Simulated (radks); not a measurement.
Problem. Cr, 24 electrons, occupied as [Ar] 3d4 4s1 4p1 (not the ground configuration). Calculated with a radial shooting solver on a logarithmic mesh with Libxc functionals: Dirac Kohn-Sham, LDA (Slater exchange, Perdew-Wang correlation), spin-unpolarised, spherical densities, point nucleus; open shells are shared between the two j in proportion to 2j + 1. Some entries of the table are withheld. Estimate them.

orbital      occ.  eigenvalue (eV)  <r^2> (bohr^2)
1s1/2           2              (1)        0.005451
2s1/2           2              (2)          0.1020
2p1/2           2        -571.7782             (3)
2p3/2           4        -563.1564             (4)
3s1/2           2         -79.0254          0.9338
3p1/2           2         -51.3797             (5)
3p3/2           4         -50.3357             (6)
3d3/2         1.6          -7.7215           2.249
3d5/2         2.4          -7.6302           2.270
4s1/2           1          -5.9948           11.18
4p1/2    0.333333              (7)             (8)
4p3/2    0.666667              (9)            (10)

Solution. 
(1) 1s1/2 eigenvalue (eV): -5871.010
(2) 2s1/2 eigenvalue (eV): -671.2361
(3) 2p1/2 <r^2> (bohr^2): 0.08226
(4) 2p3/2 <r^2> (bohr^2): 0.08396
(5) 3p1/2 <r^2> (bohr^2): 1.070
(6) 3p3/2 <r^2> (bohr^2): 1.090
(7) 4p1/2 eigenvalue (eV): -2.2513
(8) 4p1/2 <r^2> (bohr^2): 21.53
(9) 4p3/2 eigenvalue (eV): -2.2074
(10) 4p3/2 <r^2> (bohr^2): 21.94
